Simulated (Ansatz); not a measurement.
Basis sets compared for the cluster Mg2Cl2⁺ (the lowest doublet isomer of a short search). Total charge 1; doublet. Geometry PBE0-D4/def2-TZVP. Ansatz on 4 threads of Arm Neoverse V1 on a shared host; times are rough, and most runs start from earlier orbitals.

```csv
atom,x (Å),y (Å),z (Å)
Mg1,0.072,0.592,1.502
Mg2,-0.072,-0.592,-1.502
Cl3,-1.430,0.868,-0.274
Cl4,1.430,-0.868,0.274
```

The structure comes from a short search, and lower isomers may exist.

```json
{"level": "PBE-D4/def2-SVP", "functions": "72", "energy (Eh)": "-1319.4172", "HOMO (eV)": "-9.06", "LUMO (eV)": "-8.45", "wall time": "1.2 s"}
{"level": "PBE0-D4/def2-SVP", "functions": "72", "energy (Eh)": "-1319.5289", "HOMO (eV)": "-9.48", "LUMO (eV)": "-8.03", "wall time": "1.8 s"}
```

Task: Estimate the rows for PBE-D4/def2-TZVP (with forces), PBE0-D4/def2-TZVP.

Result: 
| level | functions | energy (Eh) | HOMO (eV) | LUMO (eV) | wall time |
| --- | --- | --- | --- | --- | --- |
| PBE-D4/def2-TZVP (with forces) | 138 | -1319.8740 | -8.99 | -8.39 | 2.4 s |
| PBE0-D4/def2-TZVP | 138 | -1319.9824 | -9.41 | -7.96 | 2.7 s |
